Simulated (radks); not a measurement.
The numbers below are computed, except where a source is named.
Bi2+, 81 electrons, occupied as [Xe] 4f14 5d8 6s2 6p3 (not the ground configuration). Level of theory: scalar-relativistic Kohn-Sham, LDA (Slater exchange, Perdew-Wang correlation), spin-polarised, spherical densities, point nucleus; open shells are filled with parallel spins first (spin-orbit coupling, left out, can overturn this in heavy ions) (a radial shooting solver on a logarithmic mesh with Libxc functionals).

Normalised radial functions P(r) = r R(r), r in bohr:

r,5d down,6p up
0.0009471,0.0000,0.0011
0.001284,0.0000,0.0018
0.00174,0.0001,0.0029
0.002339,0.0001,0.0047
0.00317,0.0003,0.0076
0.004262,0.0006,0.0122
0.005776,0.0014,0.0195
0.007765,0.0030,0.0303
0.01052,0.0066,0.0462
0.01426,0.0142,0.0677
0.01918,0.0290,0.0924
0.02599,0.0581,0.1154
0.03494,0.1077,0.1231
0.04736,0.1864,0.0966
0.06418,0.2860,0.0204
0.08629,0.3647,-0.0881
0.1169,0.3461,-0.1688
0.1572,0.1493,-0.1254
0.2131,-0.2156,0.0637
0.2888,-0.5189,0.2369
0.3883,-0.4510,0.1656
0.5262,0.0669,-0.1505
0.7075,0.7021,-0.3799
0.9588,1.0433,-0.2222
1.289,0.9205,0.2444
1.747,0.5442,0.6661
2.368,0.2154,0.7371
3.183,0.0559,0.5001
4.314,0.0078,0.2032
5.8,0.0005,0.0473
7.861,0.0000,0.0050

5d down: eigenvalue -53.242 eV, 2 radial nodes at r = 0.180, 0.510 bohr, <r> = 1.18 bohr, 90 % of the charge inside 1.75 bohr. 6p up: eigenvalue -23.549 eV, 4 radial nodes at r = 0.0681, 0.195, 0.462, 1.12 bohr, <r> = 2.41 bohr, 90 % of the charge inside 3.47 bohr.
